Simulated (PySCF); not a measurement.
C7H7 (doublet state).
Bonds: C1–C2 (double), C2–C3, C3–C4 (double), C4–C5, C5–C6, C6–C7 (double), C1–C7. Hydrogens: H8 on C2; H9 on C3; H10 on C4; H11, H12 on C5; H13 on C6; H14 on C7.

As a line formula: `[C]1=CC=CCC=C1` [radical].

Theory: UKS B3LYP, pcH-1 on C H, non-relativistic, mean-field spin-orbit, GIAO (PySCF). The structure is a single GFN2-xTB conformer in the gas phase; no vibrational or solvent corrections. The geometry wasn't refined by DFT: couplings that depend on bond lengths, twists or pyramidal angles can differ widely from those at the functional's own minimum. Stability of the SCF solution: not tested.

Question: Where do the isotropic ENDOR lines of H8, H14, H9, H11/H12, H10 and H13 fall at 1209.4 mT, to first order?

Answer: For S = 1/2 in fast tumbling each set of equivalent nuclei gives two lines, ν± = |νn ± a/2| to first order, with νn = g_N μN B/h and μN/h = 7.62259 MHz/T.

```
 nuclei  isotope     g_N  νn (MHz)  a_iso (MHz)  lower line (MHz)  upper line (MHz)
     H8       1H  5.5857     51.49        86.27              8.36             94.63
    H14       1H  5.5857     51.49        40.02             31.48             71.50
     H9       1H  5.5857     51.49        13.39             44.80             58.19
H11/H12       1H  5.5857     51.49        12.39             45.30             57.69
    H10       1H  5.5857     51.49         7.94             47.52             55.46
    H13       1H  5.5857     51.49        -3.42             49.78             53.21
```

Question: Which pairs are centred on the nuclear Larmor frequency, and which on half the coupling?

Answer: Centred on νn, since |a| < 2νn: H8, H14, H9, H11/H12, H10 and H13. No pair has |a| > 2νn.

Means are taken over nuclei equivalent by connectivity, which assumes that they swap fast. The 1H value of +12.4 MHz is a mean of couplings from 0.0 to 24.8 MHz in this one geometry, not an average over conformers.
